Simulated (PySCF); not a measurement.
sodium chloride (ClNa), singlet, at a GFN2-xTB geometry (such geometries of metal compounds can be far from the true shape); PySCF with BHANDHLYP/def2-SVPD.

Input for PySCF:
```python
from pyscf import gto, scf, dft

mol = gto.Mole()
mol.atom = '''
    Na   -0.000000   -0.000000   -1.363281
    Cl    0.000000    0.000000    0.882123
'''
mol.basis = 'def2-svpd'
mol.charge = 0
mol.spin = 0
mol.verbose = 4
mol.build()

mf = dft.RKS(mol)
mf.xc = 'bhandhlyp'
mf.kernel()
```

Q: Predict the main parts of the log of this PySCF run.

A: 
```
PySCF version 2.14.0

[INPUT] verbose = 4
[INPUT] num. atoms = 2
[INPUT] num. electrons = 28
[INPUT] charge = 0
[INPUT] spin (= nelec alpha-beta = 2S) = 0
[INPUT] symmetry False subgroup None
[INPUT] Mole.unit = angstrom
[INPUT] Symbol           X                Y                Z      unit          X                Y                Z       unit  Magmom
[INPUT]  1 Na     0.000000000000   0.000000000000  -1.363281000000 AA    0.000000000000   0.000000000000  -2.576227720823 Bohr   0.0
[INPUT]  2 Cl     0.000000000000   0.000000000000   0.882123000000 AA    0.000000000000   0.000000000000   1.666970878180 Bohr   0.0

nuclear repulsion = 44.0705273714842
number of shells = 19
number of NR pGTOs = 81
number of NR cGTOs = 45
basis = def2-svpd
ecp = {}

******** <class 'pyscf.dft.rks.RKS'> ********
method = RKS
initial guess = minao
damping factor = 0
level_shift factor = 0
DIIS = <class 'pyscf.scf.diis.CDIIS'>
diis_start_cycle = 1
diis_space = 8
diis_damp = 0
SCF conv_tol = 1e-09
SCF conv_tol_grad = None
SCF max_cycles = 50
direct_scf = True
direct_scf_tol = 1e-13
XC library pyscf.dft.libxc version 7.1.2
    S. Lehtola, C. Steigemann, M. J. T. Oliveira, and M. A. L. Marques,  SoftwareX 7, 1–5 (2018)
XC functionals = bhandhlyp
    A. D. Becke,  J. Chem. Phys. 98, 1372 (1993)
    Defined through Gaussian implementation.
radial grids:
    Treutler-Ahlrichs [JCP 102, 346 (1995); DOI:10.1063/1.469408] (M4) radial grids

becke partition: Becke, JCP 88, 2547 (1988); DOI:10.1063/1.454033
pruning grids: <function nwchem_prune>
grids dens level: 3
symmetrized grids: False
atomic radii adjust function: <function treutler_atomic_radii_adjust>
small_rho_cutoff = 0
Set gradient conv threshold to 3.16228e-05
Initial guess from minao.
tot grids = 36984
init E= -622.198507860494
  HOMO = -0.422202844326572  LUMO = -0.0737386908243771  gap/eV = 9.48219
cycle= 1 E= -622.324956705727  delta_E= -0.126  |g|= 0.318  |ddm|= 0.967
  HOMO = -0.207215282369537  LUMO = -0.0503468998973091  gap/eV = 4.26861
cycle= 2 E= -622.338475314324  delta_E= -0.0135  |g|= 0.284  |ddm|=  0.8
  HOMO = -0.285419769216276  LUMO = -0.0492409742742113  gap/eV = 6.42675
cycle= 3 E= -622.360923837524  delta_E= -0.0224  |g|= 0.00594  |ddm|= 0.34
  HOMO = -0.288249005991397  LUMO = -0.0482531996663773  gap/eV = 6.53062
cycle= 4 E= -622.360935507594  delta_E= -1.17e-05  |g|= 0.00118  |ddm|= 0.0141
  HOMO = -0.288627883700647  LUMO = -0.0480308588261371  gap/eV = 6.54698
cycle= 5 E= -622.360936063563  delta_E= -5.56e-07  |g|= 0.000384  |ddm|= 0.00247
  HOMO = -0.28866611545454  LUMO = -0.0480396551882101  gap/eV = 6.54778
cycle= 6 E= -622.360936118436  delta_E= -5.49e-08  |g|= 4.25e-05  |ddm|= 0.000602
  HOMO = -0.288651817228002  LUMO = -0.0480363224644804  gap/eV = 6.54748
cycle= 7 E= -622.360936121307  delta_E= -2.87e-09  |g|= 4.08e-06  |ddm|= 0.000249
  HOMO = -0.28865131630776  LUMO = -0.0480368530514019  gap/eV = 6.54745
cycle= 8 E= -622.360936121328  delta_E= -2.11e-11  |g|= 6.11e-07  |ddm|= 2.18e-05
  HOMO = -0.288651102240859  LUMO = -0.0480368150490127  gap/eV = 6.54745
Extra cycle  E= -622.360936121329  delta_E= -9.09e-13  |g|= 3.04e-07  |ddm|= 1.67e-06
converged SCF energy = -622.360936121329
```
